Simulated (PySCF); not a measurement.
ZnMe(NMe2), C3H9NZn (singlet state).
Geometry (PBE0-D3(BJ)/def2-SVP, Å), atoms numbered from 1 in this order:
```xyz
14
C3H9NZn angstrom
Zn    -0.0058   -0.0274    1.0883
C     -0.0081   -0.0735    3.0187
H      0.9729   -0.3712    3.4209
H     -0.7565   -0.7889    3.3954
H     -0.2569    0.9151    3.4365
N     -0.0070    0.0174   -0.7338
C     -0.3535   -1.1081   -1.5493
C      0.3591    1.1728   -1.4968
H     -1.2228   -0.9063   -2.2146
H     -0.6208   -1.9859   -0.9372
H      0.4775   -1.4265   -2.2180
H      0.6329    2.0195   -0.8452
H      1.2315    0.9885   -2.1637
H     -0.4619    1.5306   -2.1579
```

Theory: TDDFT PBE0/def2-SVPD, vertical, gas phase, core orbitals frozen in the response in PySCF 2.14.0, density-fitted response routines.

Transition dipole moments from the ground state, in atomic units and in the frame of the coordinates above (overall signs are arbitrary), for the states with f of 0.002 or more among the lowest 9:

| state | E (hartree) | μx | μy | μz |
| --- | --- | --- | --- | --- |
| S1 | 0.1576 | -0.273 | 0.085 | -0.005 |
| S3 | 0.1822 | 0.012 | 0.018 | -0.900 |
| S4 | 0.2060 | 0.449 | -0.141 | 0.013 |
| S5 | 0.2363 | 0.328 | -0.102 | -0.003 |
| S7 | 0.2464 | -0.094 | -0.300 | -0.009 |
| S8 | 0.2550 | -0.014 | -0.029 | 1.358 |
| S9 | 0.2580 | 0.272 | -0.086 | 0.028 |

**Question.** Work out the oscillator strengths.

**Answer.** f = (2/3) ΔE |μ|² with ΔE in hartree (27.2114 eV).

| state | \|μ\|² (au) | \|μ\| (D) | f |
| --- | --- | --- | --- |
| S1 | 0.082 | 0.73 | 0.009 |
| S3 | 0.811 | 2.29 | 0.099 |
| S4 | 0.221 | 1.20 | 0.030 |
| S5 | 0.118 | 0.87 | 0.019 |
| S7 | 0.099 | 0.80 | 0.016 |
| S8 | 1.845 | 3.45 | 0.314 |
| S9 | 0.082 | 0.73 | 0.014 |

**Question.** Which bond between heavy atoms lies closest to the direction of the S8 transition dipole?

**Answer.** Zn1–C2 and Zn1–N6, at 1° from it; next N6–C8 and N6–C7 at 56°.

**Question.** What angle do the transition dipoles of S7 and S9 make?

**Answer.** |cos θ| = |μa·μb| / (|μa| |μb|) = 0.00, so θ ≈ 90° (taken between 0 and 90°, since the signs are arbitrary).

**Question.** How is the summed strength of these states shared among x, y and z?

**Answer.** (2/3) Σ ΔE μα² gives 0.067 for x, 0.021 for y and 0.412 for z, 0.500 in all.

**Question.** What peak molar absorption coefficient would the strongest computed level give as a lone Gaussian band 0.3 eV wide at half height?

**Answer.** ε(max) = 2.175×10⁸ f / FWHM, with the width in cm⁻¹. S8: 2.175×10⁸ × 0.3138 / 2420 ≈ 28000 L mol⁻¹ cm⁻¹.
